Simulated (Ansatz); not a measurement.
Abridged output of a molecular run in Ansatz:

```
Functional definition: HF
1259 factors; integrals over basis functions are off by at most 1.3e-3 eV
mean field evaluation 1: about -20174.4716 eV, gradient 4.5e1 eV
mean field evaluation 2: about -20174.8138 eV, gradient 4.6e1 eV
mean field evaluation 4: about -20179.1945 eV, gradient 4.2e0 eV
mean field evaluation 8: about -20179.2715 eV, gradient 3.7e-1 eV
mean field evaluation 16: about -20179.2723 eV, gradient 2.0e-6 eV
mean field -20179.27233881 eV, -741.5745804491 hartree, gradient 2.0e-6 eV, S^2 0.000000; 0 other end points of the search recorded, 0 dependent functions left out
12 core orbitals not correlated: weight in the atoms' cores, before any rotation towards them, 1.000 or more for the frozen orbitals, at most 0.000 for the correlated occupied ones
reference -20179.27233881 eV, -741.5745804491 hartree; 12, 12 occupied and 192, 192 virtual orbitals, 1259 factors
second order -18.78975695 eV of doubles, -0.00000000 eV of singles
cycle   1  -19.18903786 eV  change   -4.0e-1 eV  update   9.9e-2
cycle   2  -19.69116561 eV  change   -5.0e-1 eV  update   3.0e-2
cycle   3  -19.78913548 eV  change   -9.8e-2 eV  update   1.5e-2
cycle   4  -19.77846305 eV  change    1.1e-2 eV  update   3.8e-3
cycle   5  -19.77829984 eV  change    1.6e-4 eV  update   1.8e-3
cycle   6  -19.77842350 eV  change   -1.2e-4 eV  update   5.4e-4
cycle   7  -19.77811486 eV  change    3.1e-4 eV  update   2.2e-4
cycle   8  -19.77811035 eV  change    4.5e-6 eV  update   8.3e-5
cycle   9  -19.77813464 eV  change   -2.4e-5 eV  update   3.3e-5
cycle  10  -19.77811786 eV  change    1.7e-5 eV  update   1.5e-5
perturbative correction -0.87459735 eV, -0.0321408597 hartree
Total energy: -20199.92505402 eV, -742.3335537341 hartree
```

Its atoms:

Z-matrix (Å, degrees):
```
Si
N 1 1.687
P 1 2.197 2 52.9
N 1 1.697 2 117.4 3 -121.1
H 1 1.480 2 121.8 3 103.4
H 2 1.005 1 140.4 3 -128.2
H 3 1.432 1 98.3 2 -93.5
H 4 1.007 1 121.7 2 39.4
H 4 1.006 1 120.6 2 -168.0
```

Which basis set was used?
A. def2-SVPD
B. cc-pV(Q+d)Z
C. def2-TZVPPD
D. def2-TZVPP

D. It gives 216 functions.

Write the keys of the input that set method, charge and spin (a neutral closed shell needs none for the last two).


```yaml
correlation: {method: ccsd_t}
```
